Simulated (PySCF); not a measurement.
Al(H)(OH)(iPr) (C3H9AlO), SMILES C[CH](C)[AlH][OH]. The structure is a stationary point at PBE-D3(BJ)/def2-SVP. The structure was generated by enumeration; whether it is a known compound was not checked. One conformer was computed; it need not be the lowest.

Computed equilibrium geometry at PBE-D3(BJ)/def2-SVP (PySCF confirms it by a frequency run) as bond lengths and angles (one conformer of several):
Atoms: Al1 H2 O3 H4 C5 C6 C7 H8 H9 H10 H11 H12 H13 H14. Bonded distances (Å): Al1–H2 1.607, Al1–O3 1.727, Al1–C5 1.976, O3–H4 0.970, C5–C6 1.540, C5–C7 1.537, C5–H8 1.119, C6–H9 1.113, C6–H10 1.112, C6–H11 1.111, C7–H12 1.109, C7–H13 1.114, C7–H14 1.111. Bond angles (°): H2–Al1–O3 119.1, H2–Al1–C5 124.0, O3–Al1–C5 116.9, Al1–O3–H4 122.6, Al1–C5–C6 111.8, Al1–C5–C7 113.5, Al1–C5–H8 103.5, C6–C5–C7 112.2, C6–C5–H8 107.3, C7–C5–H8 107.9, C5–C6–H9 111.6, C5–C6–H10 111.6, C5–C6–H11 112.6, H9–C6–H10 106.5, H9–C6–H11 107.1, H10–C6–H11 107.1, C5–C7–H12 112.3, C5–C7–H13 111.5, C5–C7–H14 111.5, H12–C7–H13 107.7, H12–C7–H14 106.8, H13–C7–H14 106.8.
Charge 0, spin multiplicity 1.
